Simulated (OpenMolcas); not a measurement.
Computed levels of 2s2 2p4 in ions with 8 electrons, in cm-1 above 3P2.

```json
{
  "Program": "OpenMolcas 26.06",
  "Method": "XMS-CASPT2, IPEA 0.25 Eh, imaginary shift 0.1 Eh",
  "Basis": "ANO-RCC-VTZP",
  "Scalar Hamiltonian": "DKH2, point nucleus",
  "Spin-orbit coupling": "state interaction with AMFI integrals over the reference wave functions, term energies averaged over their components"
}
```

Active space for each ion: 6 electrons in 4 orbitals (2s 2p); closed shells correlated by CASPT2: 1s.

| Level | O | Ne2+ |
| --- | --- | --- |
| 3P1 | 149 | 601 |
| 3P0 | 222 | 886 |
| 1D2 | 16080 | 26420 |
| 1S0 | 34400 | 56610 |

**Question.** Estimate 3P0, 1D2, 1S0 for F+ from its neighbours O and Ne2+.

**Answer.** 3P0 is fine structure, which grows about as the fourth power of a screened charge, so the fourth roots are averaged: ((222^0.25 + 886^0.25) / 2)^4 = 471. The calculation gives 479, so the estimate is off by -1.7 %; the measured value is 490 (NIST Handbook of Basic Atomic Spectroscopic Data).
1D2 is another term, which grows about linearly with the charge: (16080 + 26420) / 2 = 21250. The calculation gives 21180, so the estimate is off by +0.3 %; the measured value is 20873 (NIST Handbook of Basic Atomic Spectroscopic Data).
1S0 is another term, which grows about linearly with the charge: (34400 + 56610) / 2 = 45505. The calculation gives 45540, so the estimate is off by -0.1 %; the measured value is 44918 (NIST Handbook of Basic Atomic Spectroscopic Data).

CASPT2 does not keep the components of a term degenerate, so their means are used; among the terms shown or strongly mixed into the levels shown the widest spread is 550 cm-1 (2s2 2p4 1D, F+). Computed and measured levels are paired by configuration, term and J; levels that our copy of the source lacks, or whose pairing is in doubt (as where it misses far off the trend of its configuration), stay unpaired and out of the deviations. Levels of configurations outside the active space are missing.
